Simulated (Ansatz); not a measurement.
Abstraction of Br: C3H7Br + CHBr2 → C3H7 + CHBr3

Species: C3H7Br (2-bromopropane) `CC(C)Br`, singlet; CHBr2 `Br[CH]Br`, doublet; C3H7 `C[CH]C`, doublet; CHBr3 (bromoform) `BrC(Br)Br`, singlet. A radical takes Br: the energy is the difference in strength between two C–Br bonds in different surroundings.

Shapes, held fixed at every level: PBE0-D4/def2-TZVP. Programs: Ansatz 0.2.0. The zero-point and thermal change to 298 K, harmonic and unscaled (PBE0-D4/def2-TZVP), is -4.5 kJ/mol.

```csv
level,kind,ΔH(298 K) (kJ/mol),less CCSD(T)/def2-TZVPP
SPW92/def2-TZVPP,LDA,+48.9,-0.3
r2SCAN-D4/def2-TZVPP,meta-GGA,+44.2,-5.0
MP2/def2-TZVPP,perturbation theory,+42.2,-7.0
CCSD(T)/def2-SVP,coupled cluster or CI,+51.3,+2.1
CCSD/def2-SVP,coupled cluster or CI,+51.2,+2.0
CCSD/def2-TZVPP,coupled cluster or CI,+49.4,+0.2
CCSD(T)/def2-TZVPP,coupled cluster or CI,+49.2,0.0
```

The highest level, CCSD(T)/def2-TZVPP, gives ΔH(298 K) = +49.2 kJ/mol; the levels span +42.2 to +51.3. The column of differences is taken from that level and isn't an error. No measured value is set beside it here. Open shells run unrestricted unless RO is named. Relativity is left out for Br unless named. Correlated rows may include outer-core shells of Br, which these sets cover unevenly.
